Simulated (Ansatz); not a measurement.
Reactions of C$_{3}$H$_{6}$BN, SMILES `BCN=C=C`.

Computed with Ansatz on PBE0-D4/def2-TZVP structures; ΔE is electronic, products minus reactants. CCSD(T)/CBS is the MP2 limit (def2-TZVPP, def2-QZVPP) plus CCSD(T) − MP2 in def2-TZVPP, frozen cores. Functionals use def2-TZVPP. B3LYP here is the variant with VWN-RPA as its local correlation; programs differ in this. For Ge outer-core shells are correlated without core-valence functions, which leaves a few kJ/mol of doubt a bond. Scalar relativity is left out up to krypton. One conformer a species, not always the lowest.

```tsv
reaction	B3LYP-D4 (kJ/mol)	r2SCAN-D4 (kJ/mol)
`BCN=C=C` + `BNCC` → `BN(B)CC` + `C=C=NC`	-97	-94
`BCN=C=C` + `O[SiH2]S` → `BO[SiH2]S` + `C=C=NC`	-136	-131
`BCN=C=C` + `S[CH2][GeH3]` → `BS[CH2][GeH3]` + `C=C=NC`	-108	-113
`BCN=C=C` → `BNC=C=C`	-127	-124
```

**Question.** Give the CCSD(T)/CBS values in the same order. (An estimate is asked.)

**Answer.** Computed: -100, -133, -108, -132 kJ/mol.

Largest T1 diagnostic: 0.014, for `BNC=C=C`.
